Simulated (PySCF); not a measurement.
# Excitation energy of Ag by level of theory

Ag [Kr] 4d10 5s1 (2S) → Ag [Kr] 4d9 5s1 5p1 (high-spin determinant), as a difference of total energies. Computed with PySCF 2.14 in x2c-QZVPPall (13s8p7d4f2g, 118 functions), with the spin-free X2C one-electron Hamiltonian (Gaussian nucleus). Correlated levels: valence: [Kr] frozen; valence and next inner shell: [Ar] 3d10 frozen. The calculations carry no spin-orbit coupling.

```
                                method  excitation energy (eV)
                                   UHF                   5.716
                                   LDA                   7.828
                                   PBE                   7.529
                                  PBE0                   7.272
                                r2SCAN                   7.242
                             CAM-B3LYP                   7.309
                               r2SCANh                   7.175
                                  BLYP                   7.594
                         MP2 (valence)                   7.640
                     SCS-MP2 (valence)                   7.562
    MP2 (valence and next inner shell)                   7.647
SCS-MP2 (valence and next inner shell)                   7.500
```

**Question.** How much does correlation contribute at MP2 (valence and next inner shell)?

**Answer.** 7.647 − (5.716) = 1.931 eV, measured against UHF.

A first-order spin-orbit estimate (lowest level to lowest level, LS coupling) adds -0.172 eV.

The basis was made for the ground configuration and has no added diffuse functions, so the excitation energy can come out too high.

The determinant of the upper state mixes LS terms, which raises its energy above the lowest term, most at the Hartree-Fock and MP2 levels.
